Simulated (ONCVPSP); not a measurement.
Before and after: ONCV potential for selenium (Se)

| Property | Result |
| --- | --- |
| Element | selenium |
| Generator | ONCVPSP 4.0.1 |
| Type | optimised norm-conserving Vanderbilt (ONCV) |
| Functional | PBEsol |
| Relativity | scalar-relativistic |
| Frozen core | [Ar] 3d10 |
| Valence charge | 6 |
| Reference configuration | 4s2 4p4 |
| Partial waves | 4s: rc 1.60 bohr, ncon 3, nbas 6, qcut 4.3 1/bohr, 3 projectors, debl 3.4 Ha; 4p: rc 1.55 bohr, ncon 5, nbas 9, qcut 6.4 1/bohr, 1 projector; d scattering state at 0.02 Ha: rc 1.25 bohr, ncon 3, nbas 8, qcut 7.5 1/bohr, 2 projectors, debl 1.6 Ha |
| Local potential | polynomial inside 1.15 bohr (lpopt 5, dvloc0 4 Ha) |
| Core correction | Teter function, fcfact 4, rcfact 1.3 |

Change: all radii but the core radius scaled by about 1.11 (s 1.78, p 1.72, d 1.38 bohr); local potential polynomial inside 1.28 bohr (lpopt 5, dvloc0 4 Ha).

Cutoffs: the cutoffs (Ha) at which the residual kinetic energy of the hardest occupied pseudo-wave falls to 1 and 0.1 mHa per electron; they do not see the model core or the augmentation charge, which bear on the density cutoff. Errors are all-electron minus pseudo energies relative to the spin-unpolarised reference configuration.

Question: Predict the effect on cutoff, ghosts and configuration errors.

Answer: The potential gets softer (13 Ha and 37 Ha → 12 Ha and 28 Ha); both files keep a bound ghost (d); of the 4 tests that both files solve, the error grows in 0 and shrinks in 1 by more than 15 % and 0.3 meV (median size 4.9 → 4.8 meV). A larger radius leaves more room for a smooth pseudo-wave, so fewer plane waves are needed.

```tsv
quantity	base	changed
cutoff, loose	13 Ha	12 Ha
cutoff, tight	37 Ha	28 Ha
loose cutoff by channel	s 13 Ha, p 10 Ha	s 9.2 Ha, p 12 Ha
bound ghosts	d	d
GHOST(+) flags under 300 eV	s at 270.8 eV	s at 294.5 eV
error for 4s2 4p3, meV [ΔE 10.85 eV]	-1.1	-1.3
error for 4s2 4p2, meV [ΔE 31.22 eV]	-8.7	-8.2
error for 4s2 4p1, meV [ΔE 62.12 eV]	-46	-39
error for 4s2 4p3.5, meV [ΔE 4.31 eV]	-0.4	-0.5
rms error of d²Exc/dni dnj with the model core, mHa	0.30	0.14
```

Changed file: The cutoffs count occupied waves only; projector 3 of the s channel, the hardest unoccupied one, needs 38 Ha at the loose tolerance. A true bound ghost makes a file unfit for plane-wave use even where its test errors are small: the radial tests pick states by their node count and pass the ghost by.
